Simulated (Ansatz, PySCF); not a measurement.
Molecule: C2H5BCl, net charge -1, singlet state. It need not be the lowest isomer of its formula. Whether it binds its extra electron was not tested at this geometry. 
Structure (B3LYP-D3(BJ)/def2-TZVP (Ansatz, a quantum-chemistry and plane-wave program) minimum search):
```
B
C 1 1.4350
H 2 1.0870 1 124.49
H 2 1.0902 3 114.16 1 -180.00
C 1 1.5940 2 129.04 3 -180.00
H 5 1.0959 1 110.91 2 0.00
H 5 1.0973 6 107.73 1 -122.96
H 5 1.0973 6 107.73 7 -114.08
Cl 1 1.9123 2 119.87 3 0.00
```
Charge -1, spin multiplicity 1.

Total electronic energies in hartree. Cores are frozen in the correlated levels unless marked. No spin-orbit coupling. Non-relativistic. CBS(X,Y): correlation extrapolated as X^-3; Hartree-Fock from the larger set. The bracket is a focal-point correction in the basis named.

```
level                                                                             program  energy (Eh)
-------------------------------------------------------------------------  --------------  -----------
HF/aug-cc-pV(D+d)Z                                                                 Ansatz   -562.89603
HF/def2-TZVPD                                                                       PySCF   -562.92451
HF/aug-cc-pV(Q+d)Z                                                                 Ansatz   -562.94228
SVWN5/def2-TZVPD                                                                   Ansatz   -561.87883
BLYP-D3(BJ)/def2-TZVPD                                                     Ansatz + dftd3   -564.34455
BLYP-D4/def2-TZVPD                                                         Ansatz + dftd4   -564.34705
PBE0-D3(BJ)/def2-TZVP                                                      Ansatz + dftd3   -564.10830
PBE0/def2-TZVPD                                                                    Ansatz   -564.10652
TPSSh-D4/def2-TZVPD                                                         PySCF + dftd4   -564.43151
LC-wPBE-D4/def2-TZVPD                                                      Ansatz + dftd4   -564.20309
wB97X-V/def2-TZVPD                                                                 Ansatz   -564.29623
B2GP-PLYP-D3(BJ)/def2-TZVPD                                                Ansatz + dftd3   -564.09264
RPA@PBE/cc-pV(T+d)Z                                                                Ansatz   -563.99775
MP2/aug-cc-pV(D+d)Z                                                                Ansatz   -563.45053
RI-MP2/cc-pV(T+d)Z                                                                 Ansatz   -563.58695
SCS-MP2/6-31G                                                                      Ansatz   -563.07991
SCS-MP2/6-31G*                                                                     Ansatz   -563.31221
CCSD/cc-pV(T+d)Z                                                                   Ansatz   -563.63072
CCSD/cc-pVTZ                                                                       Ansatz   -563.62893
CCSD(T)/cc-pV(D+d)Z                                                                Ansatz   -563.46620
CCSD(T)/cc-pVDZ                                                                     PySCF   -563.46051
CCSD(T)/cc-pV(Q+d)Z                                                                Ansatz   -563.72012
RI-MP2/CBS(aug-cc-pV(T+d)Z,aug-cc-pV(Q+d)Z)+[CCSD(T)-MP2]/aug-cc-pV(T+d)Z          Ansatz    -563.7624
```

Totals of different functionals don't rank their quality; only differences between species are comparable.
